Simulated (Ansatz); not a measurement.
Start from `C=[C]1[CH2][GaH]1` and change one element to get `C=[C]1[CH2][AlH]1`.

Ansatz, PBE0-D4/def2-TZVP geometries, multiplicity 1. 

Scalar relativity is left out up to krypton.

```csv
property,`C=[C]1[CH2][GaH]1`
LUMO energy (ωB97M-V/def2-TZVPP) / eV,0.08
HOMO–LUMO gap (B3LYP/def2-TZVPP) / eV,3.93
HOMO–LUMO gap (ωB97M-V/def2-TZVPP) / eV,8.20
zero-point energy (PBE0-D4/def2-TZVP) / kJ/mol,165.2
HOMO–LUMO gap (PBE0/def2-TZVPP) / eV,4.37
size of the dipole moment (B3LYP/def2-TZVPP) / D,1.19
```

(1) Give the same properties after the change, and the shifts. (Best estimate.)

## Answers

(1) Computed: 
```tsv
property	`C=[C]1[CH2][AlH]1`	shift
LUMO energy (ωB97M-V/def2-TZVPP) / eV	0.07	-0.01
HOMO–LUMO gap (B3LYP/def2-TZVPP) / eV	4.35	0.42
HOMO–LUMO gap (ωB97M-V/def2-TZVPP) / eV	8.55	0.35
zero-point energy (PBE0-D4/def2-TZVP) / kJ/mol	164.9	-0.3
HOMO–LUMO gap (PBE0/def2-TZVPP) / eV	4.74	0.37
size of the dipole moment (B3LYP/def2-TZVPP) / D	1.20	0.01
```

With PBE0 the HOMO falls by 0.31 eV and the LUMO rises by 0.07 eV, so the gap widens by about 0.38 eV. PBE moves the HOMO by -0.22 eV and ωB97M-V by -0.35 eV. Dipoles are sizes alone; their direction can turn.

B3LYP here is the variant with VWN-RPA as its local correlation; programs differ in this.
